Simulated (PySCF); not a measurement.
## J couplings in SMILES C(N)(=O)CCI, C3H6INO

Geometry (Å), atoms numbered from 1 in this order:
```xyz
12

N     2.0338    0.5404   -0.2709
C     0.7587    0.2716   -0.6523
O     0.3720    0.3995   -1.7952
C    -0.1534   -0.2105    0.4688
C    -1.5895   -0.2502    0.0055
I    -2.8992   -1.0347    1.5282
H     2.3635    0.3783    0.6690
H     2.7001    0.8031   -0.9854
H     0.1816   -1.2145    0.7807
H    -0.0392    0.4412    1.3503
H    -1.7148   -0.8938   -0.8720
H    -1.9739    0.7475   -0.2367
```

Level of theory for the indirect couplings: PBE0/pcJ-1 (dyall-v2z on I), no solvent, finite nuclei, PBE0-D3(BJ)/def2-SVP geometry (PySCF 2.14.0).

Non-relativistic values:
```
    coupling         atoms  J (Hz)
1J(127I,13C)       I6 – C5   -60.4
2J(127I,13C)       I6 – C4     3.0
 2J(127I,1H)  I6 – H11/H12    18.6
3J(127I,13C)       I6 – C2     6.1
 3J(127I,1H)   I6 – H9/H10     4.8
4J(127I,15N)       I6 – N1    -0.6
4J(127I,17O)       I6 – O3     1.1
 5J(127I,1H)       I6 – H8     0.8
```

What do two-component X2C with spin–orbit coupling give?

## Answers


```tsv
coupling	atoms	with spin–orbit (Hz)
1J(127I,13C)	I6 – C5	-73.7
2J(127I,13C)	I6 – C4	-0.7
2J(127I,1H)	I6 – H11/H12	21.3
3J(127I,13C)	I6 – C2	3.7
3J(127I,1H)	I6 – H9/H10	5.1
4J(127I,15N)	I6 – N1	-0.6
4J(127I,17O)	I6 – O3	1.0
5J(127I,1H)	I6 – H8	0.8
```

The largest listed coupling, 1J(127I,13C), ends at 1.22 times its non-relativistic value. Equivalent partners are averaged, as under fast rotation. Couplings to strongly quadrupolar nuclei (127I) are seldom resolved in solution.
